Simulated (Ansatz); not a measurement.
B₂P₂. Total charge 0; triplet. Geometry PBE0-D4/def2-TZVP; atoms count from 1.

Cartesian coordinates in Å:
```
B -0.709 -0.421 -0.197
B 0.709 0.421 0.197
P -0.753 1.409 -0.297
P 0.753 -1.409 0.297
```

At PBE0-D4/def2-TZVP a broken-symmetry singlet of charge 0 lies 0.06 eV below the triplet, each at its own geometry. The structure comes from a short search, and lower isomers may exist.

Q: Estimate the Mulliken populations from the PBE0/def2-TZVP orbitals of Ansatz.

A: 
```json
{"atom": "B1", "charge (e)": "0.00", "spin (α − β)": "0.49"}
{"atom": "B2", "charge (e)": "0.00", "spin (α − β)": "0.49"}
{"atom": "P3", "charge (e)": "0.00", "spin (α − β)": "0.51"}
{"atom": "P4", "charge (e)": "0.00", "spin (α − β)": "0.51"}
```
Mulliken values and Mayer orders depend strongly on the basis.

Q: Where does the spin sit?

A: Summed by element: B 0.97, P 1.03, of 2 unpaired in all. Largest on single atoms: P3 0.51, P4 0.51, B1 0.49.

Q: And the Mayer bond orders between bonded heavy atoms (over 0.3)?

A: B1–B2 0.74 (1.70 Å); B1–P3 1.27 (1.83 Å); B1–P4 1.27 (1.83 Å); B2–P3 1.27 (1.83 Å); B2–P4 1.27 (1.83 Å).
